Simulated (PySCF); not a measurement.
PySCF input (TPSSh/def2-TZVPD):

```python
from pyscf import gto, scf, dft

mol = gto.M(
    atom='''
    Si    0.00000000    0.00000000   -0.00000000
    O     1.00703002   -0.02210858   -1.28977156
    O    -1.46959592    0.14926346   -0.70435587
    O     0.12982701   -1.33355605    0.93961808
    O     0.33273889    1.20640118    1.05450935
    H     1.91774520   -0.27679772   -1.12407385
    H    -2.20787797    0.35655240   -0.12669218
    H    -0.19374146   -2.15793968    0.56891672
    H     0.48387423    2.07818500    0.68184931
    ''',
    basis='def2-tzvpd',
    charge=0,
    spin=0,
    verbose=4,
)

mf = dft.RKS(mol, xc='tpssh').density_fit(auxbasis='def2-universal-jkfit')
mf.grids.level = 3
mf.conv_tol = 1e-9
mf.max_cycle = 100
mf.max_memory = 1500
mf.kernel()
if not mf.converged:
    mf = mf.newton()
    mf.kernel(mf.make_rdm1())
mf.analyze()
```

Output:

```
PySCF version 2.14.0

[INPUT] verbose = 4
[INPUT] num. atoms = 9
[INPUT] num. electrons = 50
[INPUT] charge = 0
[INPUT] spin (= nelec alpha-beta = 2S) = 0
[INPUT] symmetry False subgroup None
[INPUT] Mole.unit = angstrom
[INPUT] Symbol           X                Y                Z      unit          X                Y                Z       unit  Magmom
[INPUT]  1 Si     0.000000000000   0.000000000000   0.000000000000 AA    0.000000000000   0.000000000000   0.000000000000 Bohr   0.0
[INPUT]  2 O      1.007030020000  -0.022108580000  -1.289771560000 AA    1.903010937015  -0.041779161203  -2.437315011653 Bohr   0.0
[INPUT]  3 O     -1.469595920000   0.149263460000  -0.704355870000 AA   -2.777133802578   0.282067059805  -1.331039688530 Bohr   0.0
[INPUT]  4 O      0.129827010000  -1.333556050000   0.939618080000 AA    0.245337492471  -2.520055706257   1.775620832890 Bohr   0.0
[INPUT]  5 O      0.332738890000   1.206401180000   1.054509350000 AA    0.628785373092   2.279767826552   1.992733867293 Bohr   0.0
[INPUT]  6 H      1.917745200000  -0.276797720000  -1.124073850000 AA    3.624013204699  -0.523071882704  -2.124191720285 Bohr   0.0
[INPUT]  7 H     -2.207877970000   0.356552400000  -0.126692180000 AA   -4.172284679761   0.673786385056  -0.239413522324 Bohr   0.0
[INPUT]  8 H     -0.193741460000  -2.157939680000   0.568916720000 AA   -0.366118298373  -4.077914988532   1.075096788486 Bohr   0.0
[INPUT]  9 H      0.483874230000   2.078185000000   0.681849310000 AA    0.914389773435   3.927200486179   1.288508454124 Bohr   0.0

nuclear repulsion = 268.990467682995
number of shells = 91
number of NR pGTOs = 333
number of NR cGTOs = 239
basis = def2-tzvpd
ecp = {}

******** <class 'pyscf.df.df_jk.DFRKS'> ********
method = DFRKS
initial guess = minao
damping factor = 0
level_shift factor = 0
DIIS = <class 'pyscf.scf.diis.CDIIS'>
diis_start_cycle = 1
diis_space = 8
diis_damp = 0
SCF conv_tol = 1e-09
SCF conv_tol_grad = None
SCF max_cycles = 100
direct_scf = False
XC library pyscf.dft.libxc version 7.1.2
    S. Lehtola, C. Steigemann, M. J. T. Oliveira, and M. A. L. Marques,  SoftwareX 7, 1–5 (2018)
XC functionals = tpssh
    V. N. Staroverov, G. E. Scuseria, J. Tao, and J. P. Perdew,  J. Chem. Phys. 119, 12129 (2003)
radial grids:
    Treutler-Ahlrichs [JCP 102, 346 (1995); DOI:10.1063/1.469408] (M4) radial grids

becke partition: Becke, JCP 88, 2547 (1988); DOI:10.1063/1.454033
pruning grids: <function nwchem_prune>
grids dens level: 3
symmetrized grids: False
atomic radii adjust function: <function treutler_atomic_radii_adjust>
small_rho_cutoff = 0
Set gradient conv threshold to 3.16228e-05
Initial guess from minao.
tot grids = 114744
******** <class 'pyscf.df.df.DF'> ********
auxbasis = def2-universal-jkfit
init E= -593.672254918122
  HOMO = -0.428937241489328  LUMO = -0.0670445711772913  gap/eV = 9.84760
[...]
cycle= 9 E= -593.165963886671  delta_E= -7.57e-11  |g|= 1.95e-05  |ddm|= 2.76e-05
  HOMO = -0.292759344696477  LUMO = -0.0270883673496349  gap/eV = 7.22928
Extra cycle  E= -593.165963886497  delta_E= 1.74e-10  |g|= 3.75e-05  |ddm|= 3.16e-05
converged SCF energy = -593.165963886497
**** SCF Summaries ****
Total Energy =                        -593.165963886496911
Nuclear Repulsion Energy =             268.990467682994847
One-electron Energy =                -1354.953115164941664
Two-electron Energy =                  492.796683595449849
Two-electron Coulomb Energy =          549.854351639706238
DFT Exchange-Correlation Energy =      -57.057668044256403
HOMO-LUMO gap [eV] =                     7.229275518895589
**** MO energy ****
MO #1   energy= -66.0292217516396  occ= 2
MO #2   energy= -19.0586890078012  occ= 2
MO #3   energy= -19.058681129755   occ= 2
MO #4   energy= -19.0586803289862  occ= 2
MO #5   energy= -19.0586767886759  occ= 2
MO #6   energy= -5.25172770989834  occ= 2
MO #7   energy= -3.60041776620409  occ= 2
MO #8   energy= -3.59912871597263  occ= 2
MO #9   energy= -3.59912783921294  occ= 2
MO #10  energy= -1.01676916205822  occ= 2
MO #11  energy= -0.980152445907308 occ= 2
MO #12  energy= -0.979404995855733 occ= 2
MO #13  energy= -0.979403956289363 occ= 2
MO #14  energy= -0.57382765379321  occ= 2
MO #15  energy= -0.535446519720935 occ= 2
MO #16  energy= -0.476981141656512 occ= 2
MO #17  energy= -0.476977114589318 occ= 2
MO #18  energy= -0.393020532283568 occ= 2
MO #19  energy= -0.381698608005942 occ= 2
MO #20  energy= -0.38169776575387  occ= 2
MO #21  energy= -0.340276058219809 occ= 2
MO #22  energy= -0.332938793018273 occ= 2
MO #23  energy= -0.311274455162032 occ= 2
MO #24  energy= -0.311273956887744 occ= 2
MO #25  energy= -0.292759344696477 occ= 2
MO #26  energy= -0.0270883673496349 occ= 0
MO #27  energy= 0.0138102420546809 occ= 0
MO #28  energy= 0.013810773729146  occ= 0
MO #29  energy= 0.0275567747057159 occ= 0
MO #30  energy= 0.0547637841122032 occ= 0
MO #31  energy= 0.0766507908335555 occ= 0
MO #32  energy= 0.0779690891862831 occ= 0
MO #33  energy= 0.0807967329624666 occ= 0
MO #34  energy= 0.0807973107038573 occ= 0
MO #35  energy= 0.0957409363472867 occ= 0
MO #36  energy= 0.111403347755254  occ= 0
MO #37  energy= 0.111404613802019  occ= 0
MO #38  energy= 0.124203371150761  occ= 0
MO #39  energy= 0.13132351261063   occ= 0
MO #40  energy= 0.139788274853624  occ= 0
MO #41  energy= 0.139790526263236  occ= 0
MO #42  energy= 0.144001579974063  occ= 0
MO #43  energy= 0.146742687194159  occ= 0
MO #44  energy= 0.167707372725704  occ= 0
MO #45  energy= 0.167711266245781  occ= 0
MO #46  energy= 0.188313370513774  occ= 0
MO #47  energy= 0.210893960913983  occ= 0
MO #48  energy= 0.210895315912157  occ= 0
MO #49  energy= 0.222658382515063  occ= 0
MO #50  energy= 0.231208178115182  occ= 0
MO #51  energy= 0.234655002759728  occ= 0
MO #52  energy= 0.263252543057995  occ= 0
MO #53  energy= 0.26395697383585   occ= 0
MO #54  energy= 0.268865980547004  occ= 0
MO #55  energy= 0.268867218457864  occ= 0
MO #56  energy= 0.27311868150956   occ= 0
MO #57  energy= 0.284545094045228  occ= 0
MO #58  energy= 0.284546516717453  occ= 0
MO #59  energy= 0.30235467148625   occ= 0
MO #60  energy= 0.302356348340741  occ= 0
MO #61  energy= 0.304442783152433  occ= 0
MO #62  energy= 0.310891132908063  occ= 0
MO #63  energy= 0.337390603245899  occ= 0
MO #64  energy= 0.353152982592807  occ= 0
MO #65  energy= 0.365286530544326  occ= 0
MO #66  energy= 0.368373910954437  occ= 0
MO #67  energy= 0.368378429090199  occ= 0
MO #68  energy= 0.391093727453092  occ= 0
MO #69  energy= 0.399330672133712  occ= 0
MO #70  energy= 0.39933189103276   occ= 0
MO #71  energy= 0.418748993636271  occ= 0
MO #72  energy= 0.432294202989831  occ= 0
MO #73  energy= 0.453336096721813  occ= 0
MO #74  energy= 0.453339371716902  occ= 0
MO #75  energy= 0.463273898039063  occ= 0
MO #76  energy= 0.478840525820614  occ= 0
MO #77  energy= 0.539001511581838  occ= 0
MO #78  energy= 0.543750190001094  occ= 0
MO #79  energy= 0.543752912249967  occ= 0
MO #80  energy= 0.545126968393812  occ= 0
MO #81  energy= 0.581077646955917  occ= 0
MO #82  energy= 0.5810789692139    occ= 0
MO #83  energy= 0.583025766382134  occ= 0
MO #84  energy= 0.604743318091241  occ= 0
MO #85  energy= 0.606850910225233  occ= 0
MO #86  energy= 0.606863348977466  occ= 0
MO #87  energy= 0.619801216501688  occ= 0
MO #88  energy= 0.639262054215308  occ= 0
MO #89  energy= 0.639273027485769  occ= 0
MO #90  energy= 0.653376741465897  occ= 0
MO #91  energy= 0.657187469566847  occ= 0
MO #92  energy= 0.711885544728678  occ= 0
MO #93  energy= 0.724042675679851  occ= 0
MO #94  energy= 0.724051448469684  occ= 0
MO #95  energy= 0.742183595093903  occ= 0
MO #96  energy= 0.748033942955343  occ= 0
MO #97  energy= 0.811384240104502  occ= 0
MO #98  energy= 0.813121052066125  occ= 0
MO #99  energy= 0.831181436433704  occ= 0
MO #100 energy= 0.831186796438566  occ= 0
MO #101 energy= 0.838664464971923  occ= 0
MO #102 energy= 0.857836401526021  occ= 0
MO #103 energy= 0.869327734018284  occ= 0
MO #104 energy= 0.888258032059256  occ= 0
MO #105 energy= 0.888267094105056  occ= 0
MO #106 energy= 0.919011641550613  occ= 0
MO #107 energy= 0.919026958619591  occ= 0
[...]
```
